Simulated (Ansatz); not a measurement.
Abridged output of a molecular run in Ansatz:

```
Functional definition: HF
1444 factors; integrals over basis functions are off by at most 8.3e-4 eV
mean field evaluation 1: about -75136.7292 eV, gradient 5.5e1 eV
mean field evaluation 2: about -75137.0313 eV, gradient 5.5e1 eV
mean field evaluation 4: about -75142.5862 eV, gradient 4.0e0 eV
mean field evaluation 8: about -75142.6671 eV, gradient 3.9e-1 eV
mean field evaluation 16: about -75142.6676 eV, gradient 1.2e-6 eV
mean field -75142.66756281 eV, -2761.4420994038 hartree, gradient 1.2e-6 eV, S^2 0.000000; 0 other end points of the search recorded, 0 dependent functions left out
21 core orbitals not correlated: weight in the atoms' cores, before any rotation towards them, 1.000 or more for the frozen orbitals, at most 0.000 for the correlated occupied ones
reference -75142.66756281 eV, -2761.4420994038 hartree; 19, 19 occupied and 196, 196 virtual orbitals, 1444 factors
second order -26.83050354 eV of doubles, -0.00000000 eV of singles
cycle   1  -26.33310891 eV  change    5.0e-1 eV  update   1.4e-1
cycle   2  -27.11174560 eV  change   -7.8e-1 eV  update   4.3e-2
cycle   3  -27.28502407 eV  change   -1.7e-1 eV  update   2.2e-2
cycle   4  -27.26485273 eV  change    2.0e-2 eV  update   5.4e-3
cycle   5  -27.25992979 eV  change    4.9e-3 eV  update   2.4e-3
cycle   6  -27.26139987 eV  change   -1.5e-3 eV  update   7.0e-4
cycle   7  -27.26102468 eV  change    3.8e-4 eV  update   2.4e-4
cycle   8  -27.26093279 eV  change    9.2e-5 eV  update   7.3e-5
cycle   9  -27.26096331 eV  change   -3.1e-5 eV  update   2.9e-5
perturbative correction -1.19728654 eV, -0.0439994688 hartree
Total energy: -75171.12581266 eV, -2762.4879207962 hartree
```

Its atoms:

```xyz
8

O     2.523    1.017   -0.502
Ga    0.908    0.342   -0.331
O    -0.005    0.195    1.236
Si   -1.361   -0.496    0.601
S    -0.734   -0.556   -1.485
H     2.856    1.018   -1.403
H    -2.573    0.342    0.766
H    -1.615   -1.862    1.118
```

Problem. Which basis set was used?
A. cc-pV(D+d)Z
B. def2-TZVPPD
C. def2-SVP
D. def2-TZVPP

Solution. D. It gives 236 functions.

Problem. Write the keys of the input that set method, charge and spin (a neutral closed shell needs none for the last two).

Solution. 
```yaml
correlation: {method: ccsd_t}
```
